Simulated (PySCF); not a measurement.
## How methods differ on the ionisation energy of Ar²⁺

Ar²⁺ [Ne] 3s2 3p4 (3P) → Ar³⁺ [Ne] 3s2 3p3 (4S), as a difference of total energies. All numbers are calculated (PySCF 2.14, the non-relativistic Hamiltonian (point nucleus), in def2-TZVP). Correlated levels: valence: [Ne] frozen. The calculations carry no spin-orbit coupling.

```tsv
method	ionisation energy (eV)	difference from reference (eV)
UHF	39.373	-1.362
TPSS	40.797	+0.062
MN15	40.992	+0.257
MP2 (valence)	40.152	-0.583
SCS-MP2 (valence)	40.233	-0.502
CCSD (valence)	40.262	-0.473
CCSD(T) (valence)	40.289	-0.446
```

Reference: 40.735 ± 0.012 eV (semi-empirical (NIST evaluation); NIST Atomic Spectra Database, ionization energies).

The reference lies between the lowest fine-structure levels, while these numbers refer to the centres of the terms.

Errors of the correlated levels include the incompleteness of this basis and the frozen core.
